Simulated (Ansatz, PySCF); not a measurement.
diiodomethane (CH₂I₂), singlet, at a GFN2-xTB geometry (all electrons, no relativity). Base run: CASSCF(4,5)/STO-3G in PySCF.

The PySCF input:
```python
from pyscf import gto, scf, mcscf
import numpy

mol = gto.M(
    atom='''
I    -1.80198718    0.08325391    0.03842771
C     0.00609993   -1.07118000    0.02922270
I     1.80093487    0.10153686   -0.04346896
H     0.02976876   -1.65892890    0.93928612
H    -0.01059605   -1.70790206   -0.84743611
''',
    basis='sto-3g',
    verbose=4,
)

mf = scf.RHF(mol)
mf.kernel()
mc = mcscf.CASSCF(mf, 5, 4)
mc.fix_spin_(ss=0.0)
mc.kernel()
occ = numpy.linalg.eigvalsh(mc.fcisolver.make_rdm1(mc.ci, mc.ncas, mc.nelecas))[::-1]
ss = mc.fcisolver.spin_square(mc.ci, mc.ncas, mc.nelecas)[0]
print('natural occupations', occ.round(4), ' <S^2>', round(ss, 4))
```

Programs used: Ansatz (a first-principles code), PySCF; a row that names a program was run with it.

The base run was repeated with changes; each row names its change, and settings that it needs were set with it.

| change | ΔE vs base (mEh) | natural occupations | <S^2> of the state |
|---|---|---|---|
| base | 0.000 | 1.98 1.96 0.04 0.02 0.00 | 0.00 |
| state_average = 2 states | 20.778 | - | - |
| solver = newton | 0.000 | 1.98 1.96 0.04 0.02 0.00 | 0.00 |
| active space = 8 electrons, 7 orbitals | -30.680 | 2.00 1.98 1.95 1.95 0.05 0.04 0.02 | 0.00 |
| correction = SC-NEVPT2 | -44.066 | 1.98 1.96 0.04 0.02 0.00 | 0.00 |
| active space = 8 electrons, 6 orbitals | -8.471 | 2.00 2.00 1.96 1.96 0.05 0.04 | 0.00 |
| orbitals = fixed (CASCI) | 38.408 | 2.00 2.00 0.00 0.00 0.00 | 0.00 |
| code = ansatz; correction = SC-NEVPT2, all electrons | -45.618 | - | - |
| fix_spin_ = off | 0.000 | 1.98 1.96 0.04 0.02 0.00 | 0.00 |
| conv_tol = 1e-5 | 0.020 | 1.98 1.96 0.04 0.02 0.00 | 0.00 |
| active space = 4 electrons, 3 orbitals | 19.208 | 2.00 1.96 0.04 | 0.00 |

Active orbitals are taken around the Fermi level unless the row says otherwise; CASSCF can end in different local minima, and two programs can end on different orbitals. State-averaged rows give the lowest state.
